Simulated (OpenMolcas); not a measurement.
Computed levels of 3s2 3p4 in ions with 16 electrons, in cm-1 above 3P2.

```yaml
Program: OpenMolcas
Method: SS-CASPT2, IPEA 0.25 Eh, imaginary shift 0.1 Eh
Basis: ANO-RCC-VTZP
Scalar_Hamiltonian: DKH2, point nucleus
Spin-orbit_coupling: RASSI with atomic mean-field integrals over the reference wave functions, term energies averaged over their components
```

Active space for each ion: 4 electrons in 3 orbitals (3p); closed shells correlated by CASPT2: 2s 2p 3s.

```
Level      S   Ar2+
  3P1    369   1033
  3P0    538   1473
  1D2   9580  14570
  1S0  23640  35270
```

Task: Estimate 3P0, 1D2, 1S0 for Cl+ from its neighbours S and Ar2+.

Result: 3P0 is fine structure, which grows about as the fourth power of a screened charge, so the fourth roots are averaged: ((538^0.25 + 1473^0.25) / 2)^4 = 919. The calculation gives 939, so the estimate is off by -2.1 %; the measured value is 996 (NIST Handbook of Basic Atomic Spectroscopic Data).
1D2 is another term, which grows about linearly with the charge: (9580 + 14570) / 2 = 12075. The calculation gives 12140, so the estimate is off by -0.5 %; the measured value is 11654 (NIST Handbook of Basic Atomic Spectroscopic Data).
1S0 is another term, which grows about linearly with the charge: (23640 + 35270) / 2 = 29455. The calculation gives 29650, so the estimate is off by -0.7 %; the measured value is 27878 (NIST Handbook of Basic Atomic Spectroscopic Data).

CASPT2 does not keep the components of a term degenerate, so their means are used; among the terms shown or strongly mixed into the levels shown the widest spread is 150 cm-1 (3s2 3p4 1D, S). With the s shell closed, the reference lacks s² → p² mixing. Measured partners are found by configuration, term and J. A level has none where our copy of the source lacks it or the pairing is in doubt (some pairs that miss far off the trend of their configuration count as doubtful), and it then counts in no deviation. Levels of configurations outside the active space are missing.
